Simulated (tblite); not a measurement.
C4H10NOSi2 (doublet state).
Atom-mapped SMILES: `[H]/[C:1]=[CH:2]\[O:3][C:4](=[CH2:5])[N:6]([SiH3:7])[SiH3:8]` (hydrogens: H9 on C1; H10 on C2; H11, H12 on C5; H13, H14, H15 on Si7; H16, H17, H18 on Si8)
Bond orders are those of one Lewis drawing.

Computed with GFN2-xTB (tblite), gas phase: L-BFGS steps from a force-field or distance-geometry start until the largest atomic force falls under 0.01 eV/Å.

Step 12: E = -653.3304 eV
```
atom  x, y, z in Å  |  force x, y, z in eV/Å
C1      3.3115    1.4561    0.1984    0.285   0.160  -0.047
C2      2.3068    0.6550    0.2746   -0.158  -0.159   0.068
O3      1.2642    0.5324   -0.6480   -0.114  -0.238   0.150
C4      0.3999   -0.5266   -0.4351   -0.294  -0.012   0.084
C5      0.7909   -1.7892   -0.5884    0.045   0.091  -0.075
N6     -0.8639   -0.1300   -0.0617   -0.104   0.146  -0.008
Si7    -2.1742   -1.1651    0.4940    0.175   0.179  -0.136
Si8    -1.2300    1.5896   -0.1527   -0.079  -0.134  -0.029
H9      3.8771    2.1847   -0.3377   -0.305  -0.204   0.065
H10     2.1648   -0.0094    1.1312    0.122   0.094  -0.049
H11     1.7896   -2.0217   -0.8673    0.465  -0.006  -0.105
H12     0.1233   -2.6140   -0.4910   -0.177  -0.081   0.046
H13    -2.7135   -0.4751    1.6727    0.001  -0.105  -0.050
H14    -3.1706   -1.2042   -0.5890    0.106  -0.098   0.122
H15    -1.6823   -2.4935    0.8621   -0.025   0.119  -0.025
H16    -1.2767    2.0604    1.2262    0.109   0.109   0.138
H17    -2.5828    1.6034   -0.7000   -0.119   0.085  -0.068
H18    -0.3428    2.3534   -0.9999    0.067   0.054  -0.081
```

Step 13: E = -653.3482 eV
```
atom  x, y, z in Å  |  force x, y, z in eV/Å
C1      3.3090    1.4493    0.2035    0.173   0.062  -0.030
C2      2.3038    0.6449    0.2878   -0.086  -0.083   0.019
O3      1.2612    0.5345   -0.6376   -0.119  -0.105   0.116
C4      0.3914   -0.5201   -0.4372   -0.075  -0.018   0.114
C5      0.7990   -1.7779   -0.5893   -0.029  -0.008  -0.078
N6     -0.8716   -0.1230   -0.0637   -0.001   0.039  -0.041
Si7    -2.1722   -1.1621    0.4927    0.122   0.087  -0.101
Si8    -1.2306    1.5946   -0.1513   -0.021  -0.094  -0.065
H9      3.8497    2.1787   -0.3599   -0.309  -0.230   0.109
H10     2.1550   -0.0290    1.1362    0.178   0.149  -0.060
H11     1.8031   -2.0148   -0.8662    0.238   0.070  -0.043
H12     0.1195   -2.5940   -0.4903   -0.096  -0.140   0.014
H13    -2.7130   -0.4871    1.6766   -0.015  -0.064  -0.036
H14    -3.1658   -1.2250   -0.5878    0.067  -0.065   0.084
H15    -1.6808   -2.4894    0.8598    0.006   0.091  -0.013
H16    -1.2537    2.0702    1.2229    0.072   0.121   0.195
H17    -2.5745    1.6084   -0.7095   -0.200   0.098  -0.062
H18    -0.3382    2.3481   -0.9986    0.094   0.091  -0.122
```

Step 14: E = -653.3597 eV
```
atom  x, y, z in Å  |  force x, y, z in eV/Å
C1      3.3089    1.4436    0.2083    0.019  -0.061  -0.006
C2      2.3011    0.6394    0.2944   -0.011  -0.014  -0.020
O3      1.2557    0.5344   -0.6288   -0.074   0.019   0.080
C4      0.3842   -0.5179   -0.4359    0.107  -0.044   0.102
C5      0.8033   -1.7724   -0.5916   -0.057  -0.088  -0.070
N6     -0.8772   -0.1180   -0.0650    0.074  -0.038  -0.068
Si7    -2.1685   -1.1596    0.4903    0.039   0.003  -0.030
Si8    -1.2307    1.5975   -0.1519    0.005   0.020  -0.056
H9      3.8290    2.1720   -0.3718   -0.246  -0.169   0.081
H10     2.1529   -0.0377    1.1376    0.183   0.124  -0.011
H11     1.8149   -2.0089   -0.8659   -0.002   0.125   0.018
H12     0.1154   -2.5843   -0.4897    0.011  -0.137  -0.022
H13    -2.7125   -0.4957    1.6770   -0.025  -0.033  -0.018
H14    -3.1612   -1.2383   -0.5848    0.021  -0.047   0.029
H15    -1.6795   -2.4858    0.8586    0.035   0.063  -0.004
H16    -1.2389    2.0779    1.2238    0.052   0.098   0.142
H17    -2.5724    1.6130   -0.7157   -0.197   0.103  -0.040
H18    -0.3332    2.3470   -1.0005    0.065   0.076  -0.109
```

Step 15: E = -653.3685 eV
```
atom  x, y, z in Å  |  force x, y, z in eV/Å
C1      3.3090    1.4372    0.2137   -0.084  -0.145   0.019
C2      2.2982    0.6355    0.2987    0.027   0.016  -0.037
O3      1.2490    0.5366   -0.6200   -0.017   0.087   0.054
C4      0.3803   -0.5167   -0.4327    0.180  -0.054   0.069
C5      0.8049   -1.7691   -0.5944   -0.049  -0.128  -0.051
N6     -0.8806   -0.1151   -0.0669    0.093  -0.057  -0.074
Si7    -2.1648   -1.1587    0.4880   -0.027  -0.045   0.028
Si8    -1.2293    1.6006   -0.1536    0.004   0.115  -0.031
H9      3.8078    2.1636   -0.3807   -0.151  -0.063   0.020
H10     2.1543   -0.0428    1.1377    0.163   0.064   0.055
H11     1.8230   -2.0014   -0.8647   -0.159   0.139   0.054
H12     0.1122   -2.5793   -0.4898    0.095  -0.119  -0.052
H13    -2.7122   -0.5031    1.6764   -0.031  -0.010  -0.006
H14    -3.1574   -1.2498   -0.5821   -0.016  -0.035  -0.018
H15    -1.6771   -2.4833    0.8579    0.059   0.033   0.004
H16    -1.2260    2.0857    1.2264    0.038   0.057   0.039
H17    -2.5731    1.6183   -0.7209   -0.135   0.103  -0.001
H18    -0.3269    2.3481   -1.0047    0.011   0.044  -0.073
```

**Question.** Estimate the geometry and energy of step 16. (The exact step hangs on the optimiser's Hessian estimate; all steps are aligned on step 15, rigid shifts and turns removed.)

**Answer.** E = -653.3765 eV, largest force 0.247 eV/Å
```
atom  x, y, z in Å  |  force x, y, z in eV/Å
C1      3.3084    1.4283    0.2207   -0.103  -0.147   0.010
C2      2.2946    0.6308    0.3033    0.037   0.010  -0.022
O3      1.2413    0.5428   -0.6093    0.036   0.087   0.040
C4      0.3793   -0.5149   -0.4282    0.142  -0.045   0.025
C5      0.8050   -1.7660   -0.5974   -0.033  -0.112  -0.021
N6     -0.8827   -0.1132   -0.0701    0.052  -0.029  -0.057
Si7    -2.1616   -1.1597    0.4862   -0.057  -0.052   0.052
Si8    -1.2264    1.6056   -0.1561   -0.009   0.149  -0.009
H9      3.7811    2.1531   -0.3918   -0.062   0.031  -0.026
H10     2.1573   -0.0489    1.1383    0.128  -0.004   0.115
H11     1.8278   -1.9905   -0.8617   -0.213   0.110   0.059
H12     0.1104   -2.5755   -0.4911    0.146  -0.108  -0.075
H13    -2.7124   -0.5113    1.6761   -0.035   0.008   0.001
H14    -3.1540   -1.2635   -0.5803   -0.038  -0.023  -0.048
H15    -1.6727   -2.4817    0.8576    0.080   0.002   0.014
H16    -1.2107    2.0951    1.2291    0.024   0.012  -0.075
H17    -2.5745    1.6255   -0.7263   -0.043   0.100   0.050
H18    -0.3189    2.3504   -1.0108   -0.051   0.011  -0.035
```

The energy changes by -0.0080 eV. The first-order estimate −F·Δx gives -0.0112 eV and the mean of the old and new forces, exact on a quadratic surface, -0.0080 eV. The step makes an angle of 67° with the force vector and moves no atom by more than 0.031 Å.

What follows is the cost of the whole relaxation. The run took 1.5 s wall on Arm Neoverse V1, one thread, shared host.
